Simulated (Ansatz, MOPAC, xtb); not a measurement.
The molecule SrF, multiplicity 2 (the spin of the measured ground state). No spin–orbit coupling.

The constants come from a fifth-degree fit in 1/R (seven points, main isotopes). Runs in def2 and cc sets follow the lowest solution found near the PBE0 minimum.

Programs: Ansatz (Gaussian orbitals); MOPAC for PM6 (differences of heats of formation); xtb for the GFN methods. Values without a source in brackets are computed. In def2 rows elements past Kr take small-core potentials, without spin–orbit coupling. The GFN methods have no spin term and hold the electronic entropy of 300 K.

```tsv
level	r_e (Å)	ω_e (cm⁻¹)	B_e (cm⁻¹)	ω_e x_e (cm⁻¹)	D_e (eV)	dipole (D)
PM6	2.108	629	0.243	2.5	-	-
GFN1-xTB	2.051	344	0.256	3.1	-	-
SVWN5/def2-TZVPP	2.043	522	0.259	2.3	6.41	3.49
PBE/def2-TZVPP	2.076	493	0.250	2.2	5.75	3.36
r2SCAN/def2-TZVPP	2.074	502	0.251	2.2	5.79	3.39
B97M-V/def2-TZVPP	2.077	500	0.250	2.2	5.43	3.68
B3LYP/def2-TZVPP	2.086	492	0.248	2.2	5.42	3.75
PBE0/def2-TZVPP	2.069	502	0.252	2.2	5.44	3.33
BHLYP/def2-TZVPP	2.081	500	0.249	2.2	5.03	3.74
CAM-B3LYP/def2-TZVPP	2.082	497	0.249	2.2	5.52	3.69
wB97X-V/def2-TZVPP	2.085	493	0.248	2.1	5.52	3.25
wB97M-V/def2-TZVPP	2.085	492	0.248	2.1	5.30	3.53
B2PLYP/def2-TZVPP	2.088	490	0.247	2.1	5.34	-
CCSD/def2-TZVPP	2.095	483	0.246	2.1	4.99	-
CCSD/def2-QZVPP	2.088	495	0.247	2.1	5.28	-
CCSD(T)/def2-TZVPP	2.093	483	0.246	2.1	5.07	-
CCSD(T)/def2-QZVPP	2.087	495	0.248	2.1	5.38	-
```

D_e counts from each atom's lowest state at the same level, without counterpoise or zero-point energy.

Correlated levels freeze the inner cores; with def2 sets outer-core shells near the valence are correlated too. The state that PM6 reach isn't checked.

Measured for the ground state: r_e 2.0754 Å [microwave values compiled in ACS Omega 2, 8373 (2017)]. dipole 3.4676 D [compilation of Liu, Meijer and Pérez-Ríos].

Ansatz is an electronic-structure program.
